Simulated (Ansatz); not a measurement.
(F)3Zr-NH-SiH3 (ZrSiNF3H4) was relaxed with PBE0-D4 (def2-SVP) in Ansatz in these states: neutral singlet, neutral triplet. The geometries follow in no particular order.

In the def2 sets Zr takes a core potential; there is no spin–orbit coupling.

A:

```xyz
10

Zr    0.792   -1.179   -1.317
F     0.416   -2.627   -0.098
F     0.207   -1.630   -3.089
F     2.238    0.097   -1.393
N     0.385    0.042    0.670
Si   -1.006    1.137    0.921
H     1.057   -0.056    1.444
H    -0.967    1.745    2.281
H    -2.222    0.299    0.726
H    -0.900    2.173   -0.145
```

B:

Cartesian coordinates in Å:
```
Zr 1.6076 -0.2994 -0.3704
F 1.2956 -1.0745 -2.0837
F 2.1112 1.5223 -0.6198
F 2.9132 -1.2688 0.6165
N -0.1139 -0.3610 0.6942
Si -1.6023 0.4067 0.1818
H -0.1649 -0.8558 1.5860
H -2.7111 -0.5753 -0.0194
H -1.2713 1.0518 -1.1274
H -2.0642 1.4540 1.1422
```

**Question.** Judge from the bond lengths which geometry belongs to which state (an estimate).

**Answer.** A is the neutral triplet (Zr1–Si6 3.687 Å, Zr1–N5 2.368 Å, N5–Si6 1.787 Å); B is the neutral singlet (Zr1–Si6 3.333 Å, Zr1–N5 2.025 Å, N5–Si6 1.751 Å).

At PBE0-D4/def2-TZVP a singlet lies 3.80 eV below the neutral triplet.
